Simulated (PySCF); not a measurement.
# What a mistake does to a calculation on CGe2H6O

All numbers below are calculated, not measured. They come from PySCF 2.14.0, an open-source quantum chemistry program, on an isolated molecule that a program drew, which may never have been made. The molecule is CGe2H6O (charge 0, singlet), drawn as the SMILES string `[OH][GeH2][CH]=[GeH2]`.

Each row is a Hartree-Fock (HF) and frozen-core CCSD(T) single point in the cc-pVDZ basis, meant for a local HF minimum. Run 1 is clean. Each other run has one planted mistake out of seven kinds, and not every kind appears here: one electron removed, one electron added, multiplicity raised by two, geometry at a saddle point, minimal basis STO-3G, one bond length entered in bohr, all coordinates scaled. The reference is restricted for singlets and unrestricted otherwise, and also for a bond in bohr. Adding or removing an electron swaps singlet and doublet. Electrons count all cores. HOMO and LUMO are orbital energies over both spins, the gradient is its largest component, and the lowest frequency (negative if imaginary) is given only where the gradient is small. Bond lengths are over the 9 bonds as drawn. T1 is the CCSD diagnostic: over 0.02 (restricted) or 0.045 (unrestricted) a single reference is doubtful. Germanium has the cc-pVDZ-PP basis, with a core potential (ECP10MDF) in place of its 10 inner electrons, and its 3s, 3p and 3d shells are frozen in CCSD(T).

Geometry of the clean run:
```xyz
10
CGe2H6O, angstrom
O     0.9311   -4.0743    0.2451
Ge   -0.0201   -2.7135   -0.4194
C     0.6737   -1.0915    0.3281
Ge    1.4980    0.1642   -0.5988
H     0.5548   -4.9285    0.0895
H    -1.4889   -2.9567   -0.0413
H     0.1227   -2.7025   -1.9480
H     0.5634   -0.9329    1.3964
H     1.7224    0.0684   -2.0982
H     2.0299    1.4493    0.0160
```

| run | electrons | basis functions | <S^2> | HOMO (eV) | LUMO (eV) | gradient (hartree/bohr) | lowest frequency (cm^-1) | mean bond (Å) | longest bond (Å) | T1 | HF (hartree) | CCSD(T) (hartree) | mistake |
|---|---|---|---|---|---|---|---|---|---|---|---|---|---|
| 1 | 84 | 104 | 0.000 | -8.68 | 1.66 | 2.0e-05 | 65 | 1.5125 | 1.916 | 0.0139 | -702.93251 | -703.51648 | no fault |
| 2 | 83 | 104 | 0.757 | -15.97 | -6.50 | 5.5e-02 | - | 1.5125 | 1.916 | 0.0167 | -702.66606 | -703.19959 | one electron removed |
| 3 | 85 | 104 | 0.770 | 0.20 | 7.81 | 5.5e-02 | - | 1.5125 | 1.916 | 0.0160 | -702.89720 | -703.48773 | one electron added |
| 4 | 84 | 104 | 0.000 | -9.16 | 2.13 | 1.1e-01 | - | 1.3885 | 1.759 | 0.0115 | -702.84591 | -703.40986 | ? |
| 5 | 84 | 104 | 2.027 | -6.28 | 0.28 | 8.9e-02 | - | 1.5125 | 1.916 | 0.0126 | -702.87064 | -703.41417 | ? |

**Which mistake was planted in run 4, and what did it cost?**

The mean and the longest bond both change by the same factor, 0.918, and the gradient is no longer small. So the mistake is: all coordinates scaled. Subtracting run 1 and multiplying by 627.51 kcal/mol a hartree, the energy moved by 54.3 kcal/mol in HF and 66.9 kcal/mol in CCSD(T).

**Which mistake was planted in run 5, and what did it cost?**

Electrons, basis and geometry are unchanged, and <S^2> is 2.027, beside S(S+1) = 2.00 for a multiplicity of 3. So the mistake is: multiplicity raised by two. Subtracting run 1 and multiplying by 627.51 kcal/mol a hartree, the energy moved by 38.8 kcal/mol in HF and 64.2 kcal/mol in CCSD(T).

Cautions from the logs. Run 3: the HOMO is above zero, so the electron isn't bound and the energy depends on the basis.
